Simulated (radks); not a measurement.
Question: The molybdenum ion Mo16+, configuration [Ar] 3d8 (the NIST ground configuration). Method: Dirac Kohn-Sham, PBE, spin-unpolarised, spherical densities, point nucleus; open shells are shared between the two j in proportion to 2j + 1; computed with a radial shooting solver on a logarithmic mesh with Libxc functionals. Some entries of the table are withheld. Estimate them.

orbital,occ.,eigenvalue (hartree),<r> (bohr)
1s1/2,2,-744.4416,0.03516
2s1/2,2,(1),0.1531
2p1/2,2,(2),0.1305
2p3/2,4,(3),0.1350
3s1/2,2,-32.20023,0.4165
3p1/2,2,-29.10216,0.4080
3p3/2,4,-28.40248,0.4173
3d3/2,3.2,(4),(5)
3d5/2,4.8,(6),(7)

Answer: 
(1) 2s1/2 eigenvalue (hartree): -118.8487
(2) 2p1/2 eigenvalue (hartree): -110.6832
(3) 2p3/2 eigenvalue (hartree): -106.7533
(4) 3d3/2 eigenvalue (hartree): -23.02234
(5) 3d3/2 <r> (bohr): 0.3866
(6) 3d5/2 eigenvalue (hartree): -22.88320
(7) 3d5/2 <r> (bohr): 0.3895
